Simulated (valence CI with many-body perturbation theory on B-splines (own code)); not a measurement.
Values are calculated unless marked as measured or tabulated.
**Level structure of Sn18+**

Level of theory: relativistic CI+MBPT: four valence electrons over a frozen Dirac-Fock core [Ar] 3d10, a basis of 9 s, 9 p, 8 d, 6 f, 3 g, 1 h functions for each j, with the one-electron correlation potential Σ1 (screened to all orders), the two-electron term Σ2, the three-electron term Σ3, Breit, model QED; selected single and double excitations, second order for the rest, scaled by the run's own slope (own B-spline code, finite nucleus).

No measured levels were compared; by estimate levels hold to about 250 cm⁻¹ or 0.2 % of their energy and the worst to 1 %, as in measured heavy ions of charge 2 to 7; those with d or f electrons hold less well.

Levels 1 to 34 of 34, with energies above the lowest level, (4s^2 4p1/2^2) J=0. "Leading %" is the weight of the configuration and term that name the level; weights of strongly mixed levels are sums over their largest components and can fall short, so below about 35 % the name and the second component can differ from the true leading terms, or belong to a minority configuration. In the jj column 3d3/2^4 stands for four electrons in 3d with j = 3/2.

```csv
No.,Configuration,Term,J,E (eV),Leading %,Leading jj,Second component,g
1,4s²4p²,³P,0,0.00,80,4s^2 4p1/2^2 (96 %),18 % 4s²4p² ¹S,
2,4s²4p²,³P,1,8.39,98,4s^2 4p1/2 4p3/2 (98 %),,1.500
3,4s²4p²,¹D,2,10.45,49,4s^2 4p1/2 4p3/2 (96 %),49 % 4s²4p² ³P,1.248
4,4s²4p²,³P,2,20.48,49,4s^2 4p3/2^2 (95 %),49 % 4s²4p² ¹D,1.251
5,4s²4p²,¹S,0,25.67,79,4s^2 4p3/2^2 (95 %),18 % 4s²4p² ³P,
6,4s4p³,⁵S°,2,48.00,75,4s 4p1/2^2 4p3/2 (68 %),19 % 4s4p³ ³P°,1.860
7,4s4p³,³D°,1,56.09,63,4s 4p1/2^2 4p3/2 (71 %),20 % 4s4p³ ³P°,0.800
8,4s4p³,³D°,2,58.22,63,4s 4p1/2 4p3/2^2 (74 %),16 % 4s4p³ ⁵S°,1.345
9,4s4p³,³D°,3,61.20,94,4s 4p1/2 4p3/2^2 (94 %),5 % 4s²4p4d ³D°,1.332
10,4s4p³,³P°,0,65.69,95,4s 4p1/2 4p3/2^2 (95 %),,
11,4s4p³,³P°,1,66.93,64,4s 4p1/2 4p3/2^2 (79 %),21 % 4s4p³ ³D°,1.301
12,4s4p³,¹D°,2,67.74,37,4s 4p1/2 4p3/2^2 (61 %),25 % 4s4p³ ³P°,1.219
13,4s4p³,³S°,1,73.17,53,4s 4p1/2 4p3/2^2 (75 %),32 % 4s4p³ ¹P°,1.558
14,4s4p³,³P°,2,75.54,36,4s 4p3/2^3 (65 %),35 % 4s4p³ ¹D°,1.224
15,4s²4p4d,³F°,2,81.74,84,4s^2 4p1/2 4d3/2 (82 %),8 % 4s4p³ ¹D°,0.720
16,4s4p³,¹P°,1,84.38,50,4s 4p3/2^3 (74 %),33 % 4s4p³ ³S°,1.333
17,4s²4p4d,³F°,3,85.72,86,4s^2 4p1/2 4d5/2 (74 %),6 % 4s²4p4d ³D°,1.097
18,4s²4p4d,³P°,2,88.65,46,4s^2 4p1/2 4d5/2 (86 %),23 % 4s²4p4d ¹D°,1.270
19,4s²4p4d,³D°,1,89.82,55,4s^2 4p1/2 4d3/2 (86 %),24 % 4s²4p4d ³P°,0.834
20,4s²4p4d,³F°,4,93.12,98,4s^2 4p3/2 4d5/2 (98 %),,1.249
21,4s²4p4d,¹D°,2,96.22,42,4s^2 4p3/2 4d3/2 (60 %),32 % 4s²4p4d ³D°,1.053
22,4s²4p4d,³P°,0,97.43,94,4s^2 4p3/2 4d3/2 (94 %),,
23,4s²4p4d,³D°,3,98.27,72,4s^2 4p3/2 4d3/2 (45 %),11 % 4s²4p4d ¹F°,1.266
24,4s²4p4d,³P°,1,98.28,64,4s^2 4p3/2 4d3/2 (82 %),27 % 4s²4p4d ³D°,1.199
25,4s²4p4d,³P°,2,99.54,42,4s^2 4p3/2 4d5/2 (63 %),39 % 4s²4p4d ³D°,1.303
26,4s²4p4d,¹F°,3,104.88,81,4s^2 4p3/2 4d5/2 (60 %),15 % 4s²4p4d ³D°,1.052
27,4s²4p4d,¹P°,1,106.45,79,4s^2 4p3/2 4d5/2 (80 %),9 % 4s²4p4d ³D°,0.969
28,4p⁴,³P,2,110.63,59,4p1/2^2 4p3/2^2 (80 %),22 % 4p⁴ ¹D,1.361
29,4p⁴,³P,0,115.86,49,4p1/2^2 4p3/2^2 (78 %),34 % 4p⁴ ¹S,
30,4s4p²4d,⁵F,1,119.45,43,4s 4p1/2^2 4d3/2 (46 %),29 % 4p⁴ ³P,0.768
31,4p⁴,³P,1,120.43,47,4p1/2 4p3/2^3 (47 %),36 % 4s4p²4d ⁵F,0.911
32,4s4p²4d,⁵F,2,120.84,43,4s 4p1/2^2 4d3/2 (35 %),19 % 4p⁴ ¹D,1.135
33,4p⁴,¹D,2,121.49,38,4p1/2 4p3/2^3 (55 %),22 % 4s4p²4d ⁵F,1.129
34,4s4p²4d,⁵F,3,123.37,53,4s 4p1/2^2 4d5/2 (55 %),30 % 4s4p²4d ⁵D,1.349
```

Where two levels of one J and parity lie close, their mixing, g and order are uncertain.

The ionisation energy to 4s²4p ²P°1/2 of the next ion comes out as 507.33 eV (NIST: 506 ± 3 eV (theoretical)). All 34 levels together are meant to be complete up to 125.25 eV.
